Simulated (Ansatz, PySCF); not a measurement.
C3H8FNSi, SMILES C=C(C[SiH2]N)F. Atoms are numbered in the order given.

```xyz
14

C      2.4328     0.1717     0.7522
C      1.2965     0.3489     0.0796
F      0.6939     1.5681     0.1240
C      0.5105    -0.6296    -0.7199
Si    -1.2208    -0.9665    -0.0013
N     -2.1378     0.4937    -0.1673
H      2.9373    -0.7940     0.7315
H      2.8698     0.9890     1.3279
H      1.0614    -1.5797    -0.7903
H      0.3652    -0.2422    -1.7440
H     -1.0209    -1.4808     1.3934
H     -1.8903    -2.0441    -0.7869
H     -1.6824     1.3604     0.1065
H     -3.1265     0.5113     0.0639
```
Charge 0, spin multiplicity 1.

The structure is a stationary point at B3LYP-D3(BJ)/def2-SVP. The structure was generated by enumeration, and PubChem lists no compound with its InChIKey, so it may never have been made. Other conformers were not sampled.

Two levels are set side by side: PBE-D3(BJ)/def2-SVP (Ansatz, a first-principles code) and B3LYP-D3(BJ)/def2-SVP (Ansatz). Each level has its own optimised geometry; the coordinates shown are those of the second. Frequencies come from the Hessian of PySCF at each geometry. Differences are taken from unrounded values.

```
quantity                            B3LYP-D3(BJ)
----------------------------------  ------------
mean bond length (Å)                       1.325
bond C1–C2 (Å)                             1.332
bond C2–F3 (Å)                             1.361
bond C2–C4 (Å)                             1.488
bond C4–Si5 (Å)                            1.905
bond Si5–N6 (Å)                            1.732
bond C1–H7 (Å)                             1.090
bond C1–H8 (Å)                             1.091
bond C4–H9 (Å)                             1.100
bond C4–H10 (Å)                            1.105
bond Si5–H11 (Å)                           1.500
bond Si5–H12 (Å)                           1.492
bond N6–H13 (Å)                            1.017
bond N6–H14 (Å)                            1.016
highest harmonic wavenumber (cm⁻¹)          3655
mean harmonic wavenumber (cm⁻¹)             1287
zero-point energy (kcal/mol)               66.22
```

**Question.** What does PBE-D3(BJ) give, and how far is it from B3LYP-D3(BJ)? (The exact figures need the calculation; the answer reports its results.)

**Answer.** 
| quantity | PBE-D3(BJ) | PBE-D3(BJ) minus B3LYP-D3(BJ) |
|---|---|---|
| mean bond length (Å) | 1.334 | 0.009 |
| bond C1–C2 (Å) | 1.342 | 0.010 |
| bond C2–F3 (Å) | 1.368 | 0.007 |
| bond C2–C4 (Å) | 1.490 | 0.001 |
| bond C4–Si5 (Å) | 1.911 | 0.007 |
| bond Si5–N6 (Å) | 1.744 | 0.012 |
| bond C1–H7 (Å) | 1.097 | 0.008 |
| bond C1–H8 (Å) | 1.099 | 0.008 |
| bond C4–H9 (Å) | 1.108 | 0.007 |
| bond C4–H10 (Å) | 1.112 | 0.008 |
| bond Si5–H11 (Å) | 1.515 | 0.015 |
| bond Si5–H12 (Å) | 1.505 | 0.013 |
| bond N6–H13 (Å) | 1.025 | 0.008 |
| bond N6–H14 (Å) | 1.023 | 0.008 |
| highest harmonic wavenumber (cm⁻¹) | 3572 | -82 |
| mean harmonic wavenumber (cm⁻¹) | 1252 | -35 |
| zero-point energy (kcal/mol) | 64.42 | -1.80 |

GGA bonds tend to be longer and softer than those of functionals with exact exchange. Differences between two approximate levels are no errors against the true value.
